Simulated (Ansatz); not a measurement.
Diatomic ScF, closed-shell singlet (the spin of the measured ground state). No spin–orbit coupling. Sc is treated without relativity.

Seven points along R, fitted to fifth degree in 1/R; most abundant isotopes. In def2 and cc sets the state is the lowest found near the PBE0 minimum, followed along R. The singlet is held restricted.

Correlated levels freeze the inner cores; with def2 sets outer-core shells near the valence are correlated too. CBS: X⁻³ extrapolation of the correlation energy, Hartree–Fock from the larger set.

Codes used: Ansatz (Gaussian orbitals). Values without a source in brackets are computed.

Doubts at one or more of the structures used: a restricted determinant that unrestricted orbitals would lower (B2PLYP/def2-TZVPP, CCSD(T)/def2-TZVPP, CCSD(T)/def2-QZVPP, CCSD(T)/CBS(def2-TZVPP, def2-QZVPP)).

Quantity: r_e, from seven points a level.

Costs are ratios of core time to PBE/def2-TZVPP (roughly 21 s), for whole runs (searches for the state included, and forces where a run took them) on one shared machine, so rough; each error counts from the measured 1.7877 Å [Huber and Herzberg (1979), NIST Chemistry WebBook].

```csv
level,basis functions,cost
BHLYP/def2-TZVPP,95,×0.7
B3LYP/def2-TZVPP,95,×0.7
SVWN5/def2-TZVPP,95,×0.7
B2PLYP/def2-TZVPP,95,×0.8
CAM-B3LYP/def2-TZVPP,95,×0.9
PBE/def2-TZVPP,95,×1
wB97M-V/def2-TZVPP,95,×2
wB97X-V/def2-TZVPP,95,×2
B97M-V/def2-TZVPP,95,×2
CCSD(T)/def2-TZVPP,95,×3
CCSD(T)/def2-QZVPP,150,×10
"CCSD(T)/CBS(def2-TZVPP, def2-QZVPP)",-,×10
```

Q: What does the step from CCSD(T)/def2-TZVPP to CCSD(T)/def2-QZVPP cost and buy?

A: 95 to 150 functions, cost ×4 (rough); the error goes from 0.008 to 0.006 Å.

Each error (Å): BHLYP/def2-TZVPP 0.000; B3LYP/def2-TZVPP 0.005; SVWN5/def2-TZVPP -0.031; B2PLYP/def2-TZVPP 0.002; CAM-B3LYP/def2-TZVPP 0.000; PBE/def2-TZVPP 0.000; wB97M-V/def2-TZVPP 0.007; wB97X-V/def2-TZVPP 0.006; B97M-V/def2-TZVPP -0.005; CCSD(T)/def2-TZVPP 0.008; CCSD(T)/def2-QZVPP 0.006; CCSD(T)/CBS(def2-TZVPP, def2-QZVPP) 0.005.

Ansatz is a quantum-chemistry and plane-wave program.
